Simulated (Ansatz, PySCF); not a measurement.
C₃H₆O, SMILES OC(=C)C. Atoms are numbered in the order given.

```xyz
10

C     -0.9694    -0.8120     0.6631
C     -0.0817    -0.0296     0.0331
C      1.3817    -0.3017    -0.0590
O     -0.4048     1.1188    -0.6060
H     -2.0331    -0.5586     0.6964
H     -0.6487    -1.7265     1.1609
H      1.9491     0.5328     0.3827
H      1.6497    -1.2316     0.4566
H      1.6863    -0.3735    -1.1151
H     -1.3548     1.2624    -0.5262
```
Charge 0, spin multiplicity 1.

The structure is a stationary point at PBE0-D3(BJ)/def2-SVP. The values are those of a single conformer.

Two levels are set side by side: PBE-D3(BJ)/def2-SVP (Ansatz, a quantum-chemistry and plane-wave program) and PBE0-D3(BJ)/def2-SVP (Ansatz). Each level has its own optimised geometry; the coordinates shown are those of the second. Frequencies come from the Hessian of PySCF at each geometry. Differences are taken from unrounded values.

```tsv
quantity	PBE0-D3(BJ)
mean bond length (Å)	1.181
bond C1–C2 (Å)	1.341
bond C2–C3 (Å)	1.491
bond C2–O4 (Å)	1.353
bond C1–H5 (Å)	1.094
bond C1–H6 (Å)	1.090
bond C3–H7 (Å)	1.102
bond C3–H8 (Å)	1.097
bond C3–H9 (Å)	1.101
bond O4–H10 (Å)	0.964
highest harmonic wavenumber (cm⁻¹)	3869
mean harmonic wavenumber (cm⁻¹)	1556
zero-point energy (kcal/mol)	53.40
```

**Question.** What does PBE-D3(BJ) give, and how far is it from PBE0-D3(BJ)? (The exact figures need the calculation; the answer reports its results.)

**Answer.** 
```json
[
 {"quantity": "mean bond length (Å)", "PBE-D3(BJ)": "1.191", "PBE-D3(BJ) minus PBE0-D3(BJ)": "0.010"},
 {"quantity": "bond C1–C2 (Å)", "PBE-D3(BJ)": "1.352", "PBE-D3(BJ) minus PBE0-D3(BJ)": "0.012"},
 {"quantity": "bond C2–C3 (Å)", "PBE-D3(BJ)": "1.500", "PBE-D3(BJ) minus PBE0-D3(BJ)": "0.008"},
 {"quantity": "bond C2–O4 (Å)", "PBE-D3(BJ)": "1.367", "PBE-D3(BJ) minus PBE0-D3(BJ)": "0.013"},
 {"quantity": "bond C1–H5 (Å)", "PBE-D3(BJ)": "1.102", "PBE-D3(BJ) minus PBE0-D3(BJ)": "0.008"},
 {"quantity": "bond C1–H6 (Å)", "PBE-D3(BJ)": "1.097", "PBE-D3(BJ) minus PBE0-D3(BJ)": "0.008"},
 {"quantity": "bond C3–H7 (Å)", "PBE-D3(BJ)": "1.110", "PBE-D3(BJ) minus PBE0-D3(BJ)": "0.009"},
 {"quantity": "bond C3–H8 (Å)", "PBE-D3(BJ)": "1.105", "PBE-D3(BJ) minus PBE0-D3(BJ)": "0.008"},
 {"quantity": "bond C3–H9 (Å)", "PBE-D3(BJ)": "1.110", "PBE-D3(BJ) minus PBE0-D3(BJ)": "0.009"},
 {"quantity": "bond O4–H10 (Å)", "PBE-D3(BJ)": "0.976", "PBE-D3(BJ) minus PBE0-D3(BJ)": "0.012"},
 {"quantity": "highest harmonic wavenumber (cm⁻¹)", "PBE-D3(BJ)": "3688", "PBE-D3(BJ) minus PBE0-D3(BJ)": "-182"},
 {"quantity": "mean harmonic wavenumber (cm⁻¹)", "PBE-D3(BJ)": "1502", "PBE-D3(BJ) minus PBE0-D3(BJ)": "-54"},
 {"quantity": "zero-point energy (kcal/mol)", "PBE-D3(BJ)": "51.54", "PBE-D3(BJ) minus PBE0-D3(BJ)": "-1.85"}
]
```

GGA bonds tend to be longer and softer than those of functionals with exact exchange. Differences between two approximate levels are no errors against the true value.
